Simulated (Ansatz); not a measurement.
`O=C([SiH3])S[SiH3]` and `O=CS[SiH3]` differ in one atom or group.

Ansatz, PBE0-D4/def2-TZVP geometries, multiplicity 1. Each molecule was computed in one conformer, which needn't be the lowest.

```
                                          property  `O=C([SiH3])S[SiH3]`
    size of the dipole moment (PBE/def2-TZVPP) / D                  0.86
             LUMO energy (ωB97M-V/def2-TZVPP) / eV                  0.59
               LUMO energy (B3LYP/def2-TZVPP) / eV                 -1.81
size of the dipole moment (ωB97M-V/def2-TZVPP) / D                  1.03
               HOMO–LUMO gap (PBE/def2-TZVPP) / eV                  3.51
                LUMO energy (PBE0/def2-TZVPP) / eV                 -1.61
```

(1) What does the change do to each property? (An estimate is asked.)

Results:

(1) The calculation gave: 
```json
{"property": "size of the dipole moment (PBE/def2-TZVPP) / D", "`O=CS[SiH3]`": "1.03", "shift": "0.17"}
{"property": "LUMO energy (ωB97M-V/def2-TZVPP) / eV", "`O=CS[SiH3]`": "1.03", "shift": "0.44"}
{"property": "LUMO energy (B3LYP/def2-TZVPP) / eV", "`O=CS[SiH3]`": "-1.45", "shift": "0.36"}
{"property": "size of the dipole moment (ωB97M-V/def2-TZVPP) / D", "`O=CS[SiH3]`": "1.12", "shift": "0.09"}
{"property": "HOMO–LUMO gap (PBE/def2-TZVPP) / eV", "`O=CS[SiH3]`": "4.29", "shift": "0.78"}
{"property": "LUMO energy (PBE0/def2-TZVPP) / eV", "`O=CS[SiH3]`": "-1.22", "shift": "0.39"}
```

With PBE0 the HOMO falls by 0.57 eV and the LUMO rises by 0.39 eV, so the gap widens by about 0.96 eV. PBE moves the HOMO by -0.45 eV and ωB97M-V by -0.48 eV. Dipoles are sizes alone; their direction can turn.

B3LYP here is the variant with VWN-RPA as its local correlation; programs differ in this.
